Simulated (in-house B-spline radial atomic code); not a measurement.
Results of a calculation; reference values are marked as such.
**Making a Troullier-Martins s channel for Ca, r_c = 2.91 bohr**

Ca, [Ar] 4s2, non-relativistic LDA (VWN5), spherical and spin-unpolarised, from a B-spline radial code for spherical atoms (atomic units). The all-electron 4s level is ε = -0.141411 hartree, its outermost node lies just inside 1.45 bohr and its outer maximum at 3.34 bohr.

Inside r_c the pseudo-orbital is u(r) = r^1 exp(p(r)), with p = c0 + c2 r² + c4 r⁴ + … + c12 r¹². The seven coefficients follow from p and its first four derivatives at r_c, from zero curvature of the screened potential at the origin, c4 = −c2²/(2l + 5), and from the norm inside r_c. At r_c the all-electron orbital has P = 0.5324386, P' = 0.09664603, the screened potential V = -0.3952031, V' = 0.256954, V'' = -0.3011773, and the norm inside is Q = 0.2370017.

Task: What are p, p' and p'' at r_c?

Result: p = ln(P/r_c^1) = ln(0.5324386/2.91) = -1.69844. p' = P'/P − 1/r_c = 0.18152 − 0.34364 = -0.16213. The radial equation gives p'' = 2(V − ε) − 2(1) p'/r_c − p'² = -0.50758 − (-0.11143) − 0.02629 = -0.42244. Differentiating, p''' = 2V' + 2(1)p'/r_c² − 2(1)p''/r_c − 2p'p'' = 0.62898, and p'''' = 2V'' − 4(1)p'/r_c³ + 4(1)p''/r_c² − 2(1)p'''/r_c − 2p''² − 2p'p''' = -1.3608.

For a trial c2 the five matching conditions are linear in c0, c6, c8, c10 and c12, and c2 is varied until the norm inside r_c equals Q. The root nearest zero gives:

```csv
n,c_n
0,-2.52776
2,0.2675337
4,-0.01431485
6,-0.002755819
8,0.0003413672
10,-1.148519e-05
12,2.306885e-08
```

Task: Check c4 and p(r_c), and find the screened pseudopotential at the origin.

Result: −c2²/5 = -0.0143149, as listed. The terms c_n r_c^n are -2.52776, 2.26550, -1.02650, -1.67343, 1.75536, -0.50011, 0.00851, which sum to -1.69844. Inverting the radial equation, V_l(r) = ε + 1 p'/r + (p'' + p'²)/2, so V_l(0) = ε + (2l + 3) c2 = -0.141411 + 3 × (0.267534) = 0.6612 hartree, finite where the all-electron potential diverges.

Orbitals and screened potentials:

```
r (bohr)        P        u  V all-electron  V pseudo
   0.291   0.1364  0.02376          -33.28    0.6606
   0.728  -0.2264  0.06668          -7.134    0.6372
   1.164  -0.1581   0.1293          -2.817    0.5168
   1.601  0.09777   0.2235          -1.416    0.2258
   2.037   0.3195   0.3456         -0.8315   -0.1733
   2.474   0.4614   0.4626         -0.5455    -0.433
    2.91   0.5324   0.5324         -0.3952   -0.3952
```

Logarithmic derivatives P'/P at R = 3.21 bohr, for energies E around ε:

```csv
E − ε (hartree),all-electron,pseudo
-0.5,0.806038,0.79375
-0.25,0.486455,0.481576
-0.1,0.242883,0.241759
0,0.0459182,0.0459185
0.1,-0.192218,-0.19431
0.25,-0.675288,-0.699467
0.5,-2.38729,-2.87664
```

Task: With P(R) = 0.5502512 and a norm of 0.3255062 inside R, what slope in energy does norm conservation fix?

Result: d(P'/P)/dE = −2 × (norm inside R)/P(R)² = -2.1501 per hartree·bohr at E = ε, for both atoms, since orbital and norm agree at R. Differences over ±0.1 hartree give -2.1755 (all-electron) and -2.1803 (pseudo), which also hold third-order terms. Half a hartree below ε the two curves differ by -0.0123.
